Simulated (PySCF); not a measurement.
Some computed properties have been withheld. Give your best values.

Species: C₄H₁₀BF₃N₂.
SMILES: `CC(C)(B(N)N)C(F)(F)F`

Conformer (atom-mapped SMILES and torsion angles): `[CH3:1][C:2]([CH3:3])([B:4]([NH2:5])[NH2:6])[C:7]([F:8])([F:9])[F:10]`: C1–C2–B4–N5 -112°, C1–C2–C7–F8 -175°, H–N5–B4–C2 -5°, H–N5–B4–C2 178°, H–N6–B4–C2 10°, H–N6–B4–C2 179°.

```csv
property,level,value
point group,PBE0-D3(BJ)/def2-SVP,?
"rotational constants A, B, C",PBE0-D3(BJ)/def2-SVP,?
dipole moment,CAM-B3LYP/def2-SVPD,3.08 D
HOMO energy,CAM-B3LYP/def2-SVPD,?
LUMO energy,CAM-B3LYP/def2-SVPD,0.73 eV
lowest singlet excitation,TDDFT CAM-B3LYP/def2-SVPD,"6.23 eV (199 nm, f = 0.000)"
strongest line among the 10 lowest singlet transitions,TDDFT CAM-B3LYP/def2-SVPD,"S4 at 7.90 eV (157 nm, f = 0.177)"
lowest triplet excitation (Tamm–Dancoff),TDA CAM-B3LYP/def2-SVPD,6.01 eV
static isotropic polarisability,CAM-B3LYP/def2-SVPD,?
vertical ionisation energy,ΔSCF CAM-B3LYP/def2-SVPD,9.47 eV
electronic spatial extent ⟨r²⟩ about the centre of nuclear charge,CAM-B3LYP/def2-SVPD,1355 bohr²
13C chemical shifts (computed TMS as zero) by class,GIAO KT3/pcSseg-1,"133.9 (1 C), 31.1 (1 C), 21.6 (2 C) ppm"
1H chemical shifts (computed TMS as zero) by class,GIAO KT3/pcSseg-1,?
"isotropic shieldings of nuclei other than C and H, by class",GIAO KT3/pcSseg-1,?
```

Gas-phase values; electronic properties from PySCF, density fitting. Geometry: PBE0-D3(BJ)/def2-SVP, one conformer, isolated molecule. NMR classes are plain means over equivalent atoms (diastereotopic ones count apart unless rotation or inversion swaps them), as if these changed places fast; in this geometry the members of some classes differ.

Task: The rotational constants A, B, C?

Result: 1.750, 1.117, 1.000 GHz.

Task: Give the HOMO energy.

Result: -8.62 eV.

Task: The point group?

Result: C1.

Task: Give the isotropic shieldings of nuclei other than C and H, by class.

Result: 77 (1 B), 201 (2 N), 256 (3 F) ppm.

Task: What is the static isotropic polarisability?

Result: 80.0 au.

Task: Give the 1H chemical shifts (computed TMS as zero) by class.

Result: 2.18 (4 H), 1.09 (6 H) ppm.

No computed singlet falls in the visible range (750 to 380 nm, 1.65 to 3.26 eV); S1 lies 2.97 eV above its blue end. The ΔSCF ionisation energy exceeds −ε(HOMO) by 0.85 eV with CAM-B3LYP. The dipole equals about 10.3 × 10⁻³⁰ C·m (1 D = 3.33564 × 10⁻³⁰ C·m). The vertical singlet–triplet gap S1 − T1 is 0.22 eV (TDDFT singlet less Tamm–Dancoff triplet; S1: HOMO→LUMO, weight 0.91; T1: HOMO→LUMO, weight 0.88).
